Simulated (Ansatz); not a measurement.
System: C$_{4}$H$_{5}$GeO (charge -1, singlet). It need not be the lowest isomer of its formula. Whether it binds its extra electron was not tested at this geometry. 
Coordinates optimised at B3LYP-D3(BJ)/def2-TZVP (Ansatz, an electronic-structure program):
```
C
C 1 1.3705
H 2 1.0782 1 124.35
O 1 1.3907 2 106.69 3 -180.00
C 4 1.3588 1 108.80 2 0.00
C 5 1.3572 4 110.26 1 0.00
H 5 1.0779 6 133.15 2 -180.00
H 6 1.0793 5 126.30 7 0.00
Ge 1 2.0482 2 129.45 3 0.00
H 9 1.6159 1 93.87 2 -133.69
H 9 1.6159 10 92.35 1 94.04
```
Charge -1, spin multiplicity 1.

Basis-set convergence of Hartree-Fock and MP2 correlation energies (hartree) with Ansatz. Valence correlation only, unless marked. Spin-orbit coupling is left out. Frozen are the shells of the preceding noble gas and the d and f shells that filled before the atom's block. Non-relativistic. This anion needs diffuse functions, which these sets lack.

```tsv
basis	functions	E(HF)	E(corr, MP2)
cc-pVDZ	122	-2304.54324	-0.81119
cc-pVTZ	263	-2304.68145	-0.99787
cc-pVQZ	493	…	…
```

Task: What belongs in the gaps?

Result: 
- cc-pVQZ, E(HF): -2304.70152
- cc-pVQZ, E(corr, MP2): -1.06497
